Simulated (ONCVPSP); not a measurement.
Ni, ONCV: configuration errors across variants

```
Element                 : nickel (Ni)
Generator               : ONCVPSP 4.0.1
Type                    : optimised norm-conserving Vanderbilt (ONCV)
Functional              : PW91
Relativity              : scalar-relativistic
Frozen core             : [Ne]
Valence charge          : 18
Reference configuration : 3s2 3p6 3d8 4s1 (charge +1)
Partial waves           : 3s+4s: rc 1.50 bohr, ncon 5, nbas 10, qcut 7.8 1/bohr, 2 projectors; 3p: rc 1.20 bohr, ncon 5, nbas 8, qcut 12.3 1/bohr, 2 projectors, debl 1.5 Ha; 3d: rc 1.65 bohr, ncon 4, nbas 9, qcut 10.1 1/bohr, 2 projectors, debl 3.6 Ha; f scattering state at 0.23 Ha: rc 1.40 bohr, ncon 4, nbas 9, qcut 7.8 1/bohr, 1 projector
Local potential         : polynomial inside 1.20 bohr (lpopt 5, dvloc0 4 Ha)
Core correction         : none
```

In the p channel the program set the typed energies aside and used -2.961, 0.250 Ha.

All-electron excitation energies from the reference (eV): (1) 3s2 3p6 3d8 4s2 -9.391; (2) 3s2 3p6 3d8 4s0 17.410; (3) 3s2 3p6 3d7 4s0 54.988; (4) 3s2 3p6 3d9 4s1 -11.007.

1 further variants failed, have other tests or another functional or relativity, and are left out.

Errors AE − PS in meV (a dash: test not solved or not reliable):

| change | (1) | (2) | (3) | (4) | bound ghosts | GHOST(+) flags above zero |
| --- | --- | --- | --- | --- | --- | --- |
| base | +3.3 | +1.8 | +72 | +25 | none | none |
| s: qcut 10.8; p: qcut 17; d: qcut 14; f: qcut 10.8 | +2.7 | +1.4 | +34 | +12 | none | none |
| local potential polynomial inside 0.85 bohr (lpopt 5, dvloc0 4 Ha) | +3.3 | +1.8 | +72 | +26 | none | none |
| s: qcut 6.1 | +3.3 | +1.7 | +71 | +25 | none | none |
| d: qcut 8.2 | +3.9 | +1.8 | +114 | +43 | none | none |

Q: Give the same row for: s: rc 1.42.

A: +3.3, +1.9, +72, +25; bound ghosts: none; GHOST(+) flags above zero: none.
